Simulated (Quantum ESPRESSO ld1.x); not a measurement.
Question: The mean radii <r> (bohr) of the occupied orbitals of an atom or ion are listed with their occupations. All-electron calculation, scalar-relativistic Kohn-Sham, LDA (Slater exchange, VWN5 correlation), spin-polarised, spherical densities, point nucleus. Program: ld1.x of Quantum ESPRESSO 7.5.

orbital  occ.      <r>
1s up       1  0.02560
1s down     1  0.02560
2s up       1   0.1098
2s down     1   0.1098
2p up       3  0.09622
2p down     3  0.09622
3s up       1   0.2923
3s down     1   0.2923
3p up       3   0.2902
3p down     3   0.2901
3d up       5   0.2666
3d down     5   0.2666
4s up       1   0.6760
4s down     1   0.6756
4p up       3   0.7190
4p down     3   0.7182
4d up       5   0.8093
4d down     5   0.8066
5s up       1    1.650
5s down     1    1.652
5p up       3    1.916
5p down     1    1.935
4f up       2    1.766

Name the element and its charge. Open shells, if any, are filled with parallel spins first.

Answer: Z = 56, barium, charge +2: Ba2+ in [Kr] 4d10 5s2 5p4 4f2. The 1s radius gives Z: for a bare nucleus <r> = (2 gamma + 1)/(2Z) with gamma = sqrt(1 - (Z/c)^2), 0.02523 bohr for Z = 56, and screening makes it slightly larger (0.02560 here). The occupations add up to 54, and the charge is Z minus that.
